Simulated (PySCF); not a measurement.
## Continuum solvent and chemical shifts

Bonds (- single, = double, # triple, : aromatic): C1=N2, N2-C3, C3-C4, C3-C5, C3-O6, O6-C7, C7-C8, C7-C9. C1 carries H10, H11; C4 carries H12, H13, H14; C5 carries H15, H16, H17; C7 carries H18; C8 carries H19, H20, H21; C9 carries H22, H23, H24. H11 is cis to C3; H10 is trans to C3.

GIAO PBE0/pcSseg-1 in PySCF 2.14 on one PBE0-D3(BJ)/def2-SVP conformer, non-relativistic, equivalent nuclei averaged. Solvents enter as an IEF-PCM continuum (cyclohexane with ε = 2.0, chloroform with ε = 4.7) around the gas-phase geometry. Shifts are referred to TMS computed in the same medium.

In cyclohexane, δ in ppm: C1 154.6, C3 93.8, C7 64.4, C4/C5 31.3, C8/C9 25.7, H11 7.85, H10 7.37, H18 3.24, H12/H13/H14/H15/H16/H17 1.39, H19/H20/H21/H22/H23/H24 1.14. Dipole moment 1.45 D.

Problem. How does each δ change in the more polar medium?

Solution. 
| atoms | environment | Δδ, chloroform |
| --- | --- | --- |
| C1 | C=N carbon | +1.8 |
| C3 | fully substituted sp3 carbon bonded to N and O | +0.3 |
| C7 | sp3 CH bonded to O | +0.5 |
| C4/C5 | methyl carbon | +0.2 |
| C8/C9 | methyl carbon | +0.1 |
| H11 | hydrogen on a C=N carbon | +0.04 |
| H10 | hydrogen on a C=N carbon | +0.05 |
| H18 | hydrogen on an sp3 CH bonded to O | +0.05 |
| H12/H13/H14/H15/H16/H17 | hydrogen on a methyl carbon | +0.01 |
| H19/H20/H21/H22/H23/H24 | hydrogen on a methyl carbon | +0.01 |

Changes are relative to cyclohexane. The dipole moment becomes 1.62 D in chloroform.

Problem. Which nuclei move most (in ppm), and what does the model miss?

Solution. C1 (C=N carbon, +1.8 ppm) in chloroform. A continuum only polarises the solute; specific hydrogen bonds, the anisotropy of aromatic solvents and changes of geometry or conformer are outside it.
